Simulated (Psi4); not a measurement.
CH5BiO (SMILES C[O][BiH2]), singlet, at a GFN2-xTB geometry (such geometries of metal compounds can be far from the true shape) (core potentials on Bi); CAM-B3LYP/def2-QZVPPD (Psi4).

Input for Psi4:
```
memory 2 GB

molecule mol {
0 1
Bi   -0.289636    0.175094    0.277589
H    -1.361126   -0.704999   -0.836699
H    -0.185784    1.443317   -0.965438
O     1.441484   -0.815727   -0.452103
C     1.547613   -0.956585   -1.833723
H     1.567439    0.015954   -2.340747
H     2.485653   -1.481566   -2.030316
H     0.716064   -1.540209   -2.247493
}

set {
  basis def2-qzvppd
  reference rks
}

energy('cam-b3lyp')
print_variables()
```

Question: Write the output that Psi4 gives for this input, abridged.

Answer: 
```
   => Loading Basis Set <=

    Name: DEF2-QZVPPD
    Role: ORBITAL
    Keyword: BASIS

    !!!  WARNING: ECP capability is in beta. Please check occupations closely.  !!!

         ---------------------------------------------------------
                                   SCF
               by Justin Turney, Rob Parrish, Andy Simmonett
                          and Daniel G. A. Smith
                              RKS Reference
         ---------------------------------------------------------

  ==> Geometry <==

    Molecular point group: c1
    Full point group: C1

    Geometry (in Angstrom), charge = 0, multiplicity = 1:

       Center              X                  Y                   Z               Mass
    ------------   -----------------  -----------------  -----------------  -----------------
         BI          -0.224957969789     0.134685402714     0.193759084639   208.980399100000
         H           -1.296447969789    -0.745407597286    -0.920528915361     1.007825032230
         H           -0.121105969789     1.402908402714    -1.049267915361     1.007825032230
         O            1.506162030211    -0.856135597286    -0.535932915361    15.994914619570
         C            1.612291030211    -0.996993597286    -1.917552915361    12.000000000000
         H            1.632117030211    -0.024454597286    -2.424576915361     1.007825032230
         H            2.550331030211    -1.521974597286    -2.114145915361     1.007825032230
         H            0.780742030211    -1.580617597286    -2.331322915361     1.007825032230

  Running in c1 symmetry.

  Rotational constants: A =      0.94404  B =      0.09080  C =      0.08677 [cm^-1]
  Rotational constants: A =  28301.71040  B =   2722.15800  C =   2601.41972 [MHz]
  Nuclear repulsion =  134.621035089389409

  Charge       = 0
  Multiplicity = 1
  Electrons    = 42
  Nalpha       = 21
  Nbeta        = 21

  ==> Algorithm <==

  SCF Algorithm Type is DF.
  DIIS enabled.
  MOM disabled.
  Fractional occupation disabled.
  Guess Type is SAD.
  Energy threshold   = 1.00e-06
  Density threshold  = 1.00e-06
  Integral threshold = 1.00e-12

  ==> Primary Basis <==

  Basis Set: DEF2-QZVPPD
    Blend: DEF2-QZVPPD
    Number of shells: 118
    Number of basis functions: 382
    Number of Cartesian functions: 462
    Spherical Harmonics?: true
    Max angular momentum: 4

  Core potential: DEF2-QZVPPD
    Number of shells: 4
    Number of ECP primitives: 18
    Number of ECP core electrons: 60
    Max angular momentum: 3

  ==> DFT Potential <==

   => LibXC <=

    Version 7.1.2
    S. Lehtola, C. Steigemann, M. J. T. Oliveira, and M. A. L. Marques,  SoftwareX 7, 1–5 (2018) (10.1016/j.softx.2017.11.002)

   => Composite Functional: CAM-B3LYP <=

    CAM-B3LYP Hyb-GGA Exchange-Correlation Functional

    T. Yanai, D. P. Tew, and N. C. Handy,  Chem. Phys. Lett. 393, 51 (2004) (10.1016/j.cplett.2004.06.011)

    Deriv               =              1
    GGA                 =           TRUE
    Meta                =          FALSE

    Exchange Hybrid     =           TRUE
    MP2 Hybrid          =          FALSE

   => Exchange Functionals <=

    0.3500         Becke 88 [omega = 0.3300]
    0.4600   Short-range recipe for B88 functional - erf [omega = 0.3300]

   => Exact (HF) Exchange <=

    0.4600            HF,LR [omega = 0.3300]
    0.1900               HF

   => Correlation Functionals <=

    0.1900   Vosko, Wilk & Nusair (VWN5)
    0.8100   Lee, Yang & Parr

   => LibXC Density Thresholds  <==

    XC_HYB_GGA_XC_CAM_B3LYP:  1.00E-14

   => Molecular Quadrature <=

    Radial Scheme          =       TREUTLER
    Pruning Scheme         =           NONE
    Nuclear Scheme         =       TREUTLER

    Blocking Scheme        =         OCTREE
    BS radius alpha        =              1
    Pruning alpha          =              1
    Radial Points          =             75
    Spherical Points       =            302
    Total Points           =         173753
[...]
    Keyword: DF_BASIS_SCF

  ==> Integral Setup <==

  ==> DiskDFJK: Density-Fitted J/K Matrices <==

    J tasked:                  Yes
    K tasked:                  Yes
    wK tasked:                 Yes
    Omega:               3.300E-01
    Integrals threads:           1
    Algorithm:                Disk
    Integral Cache:           NONE
    Schwarz Cutoff:          1E-12
    Fitting Condition:       1E-10

   => Auxiliary Basis Set <=

  Basis Set: (DEF2-QZVPPD AUX)
    Blend: DEF2-UNIVERSAL-JKFIT
    Number of shells: 133
    Number of basis functions: 493
    Number of Cartesian functions: 643
    Spherical Harmonics?: true
    Max angular momentum: 6

  Minimum eigenvalue in the overlap matrix is 9.0686101058E-07.
  Reciprocal condition number of the overlap matrix is 7.2734684612E-08.
    Using symmetric orthogonalization.

  ==> Pre-Iterations <==

  SCF Guess: Superposition of Atomic Densities via on-the-fly atomic UHF (no occupation information).

   -------------------------
    Irrep   Nso     Nmo
   -------------------------
     A        382     382
   -------------------------
    Total     382     382
   -------------------------

  ==> Iterations <==

                           Total Energy        Delta E     RMS |[F,P]|

   @DF-RKS iter SAD:  -328.89768092593465   -3.28898e+02   0.00000e+00
   @DF-RKS iter   1:  -330.50326418044040   -1.60558e+00   2.62851e-03 ADIIS/DIIS
   @DF-RKS iter   2:  -330.20495631493367    2.98308e-01   3.59065e-03 ADIIS/DIIS
   @DF-RKS iter   3:  -330.87541118742348   -6.70455e-01   9.96693e-04 ADIIS/DIIS
   @DF-RKS iter   4:  -330.92370655919109   -4.82954e-02   1.06389e-04 ADIIS/DIIS
   @DF-RKS iter   5:  -330.92419334043711   -4.86781e-04   4.09024e-05 DIIS
   @DF-RKS iter   6:  -330.92428457686839   -9.12364e-05   1.57878e-05 DIIS
   @DF-RKS iter   7:  -330.92429858893536   -1.40121e-05   1.99907e-06 DIIS
   @DF-RKS iter   8:  -330.92429907874345   -4.89808e-07   6.78957e-07 DIIS
  Energy and wave function converged.

  ==> Post-Iterations <==

   Electrons on quadrature grid:
      Ntotal   =   41.9999126385 ; deviation = -8.736e-05

    Orbital Energies [Eh]
    ---------------------

    Doubly Occupied:

[...]
    Virtual:

[...]
     382A    253.081511

    Final Occupation by Irrep:
              A
    DOCC [    21 ]
    NA   [    21 ]
    NB   [    21 ]

  @DF-RKS Final Energy:  -330.92429907874345

   => Energetics <=

    Nuclear Repulsion Energy =            134.6210350893894088
    One-Electron Energy =                -799.2276416941033403
    Two-Electron Energy =                 357.4186136101470197
    DFT Exchange-Correlation Energy =     -23.7363060841764550
    Empirical Dispersion Energy =           0.0000000000000000
    VV10 Nonlocal Energy =                  0.0000000000000000
    Total Energy =                       -330.9242990787434451

Computation Completed

Properties will be evaluated at   0.000000,   0.000000,   0.000000 [a0]

Properties computed using the SCF density matrix

 Multipole Moments:

 ------------------------------------------------------------------------------------
     Multipole            Electronic (a.u.)      Nuclear  (a.u.)        Total (a.u.)
 ------------------------------------------------------------------------------------

 L = 1.  Multiply by 2.5417464519 to convert [e a0] to [Debye]
 Dipole X            :        -38.6442214           37.9733761           -0.6708453
 Dipole Y            :         23.4450044          -23.0600030            0.3850013
 Dipole Z            :         38.4275613          -38.1274251            0.3001363
 Magnitude           :                                                    0.8296633

 ------------------------------------------------------------------------------------

  Variable Map:
  ----------------------------------------------------------------------------
[...]
  Array Variable Map:
  ----------------------------------------------------------------------------
[...]
[...]
```
